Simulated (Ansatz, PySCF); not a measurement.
This PySCF input computes a BLYP/def2-TZVPD energy:

```python
from pyscf import gto, scf, dft

mol = gto.M(
    atom='''
    B    -0.00000000   -0.00000000   -0.63426056
    O    -0.00000000   -0.00000000   -1.83903293
    Cl    0.00000000    0.00000000    1.05197449
    ''',
    basis='def2-tzvpd',
    charge=0,
    spin=0,
    verbose=4,
)

mf = dft.RKS(mol, xc='blyp').density_fit(auxbasis='def2-universal-jkfit')
mf.grids.level = 3
mf.conv_tol = 1e-9
mf.max_cycle = 100
mf.max_memory = 1500
mf.kernel()
if not mf.converged:
    mf = mf.newton()
    mf.kernel(mf.make_rdm1())
mf.analyze()
```

**Question.** Write an input for the same energy in Ansatz (an electronic-structure program) and say what it gives.

**Answer.** 
Ansatz 0.2 input:
```yaml
crystal:
  periodic: [false, false, false]
  atoms:
    - {symbol: B, position_ang: [-0.00000000, -0.00000000, -0.63426056]}
    - {symbol: O, position_ang: [-0.00000000, -0.00000000, -1.83903293]}
    - {symbol: Cl, position_ang: [0.00000000, 0.00000000, 1.05197449]}
basis:
  gaussian:
    orbitals: def2-TZVPD
hamiltonian:
  xc: {name: BLYP}
output: {forces: true}
```
It gives -560.39611 Eh, and PySCF -560.39613 Eh, a difference of 0.02 mEh, from the treatment of integrals and grids.
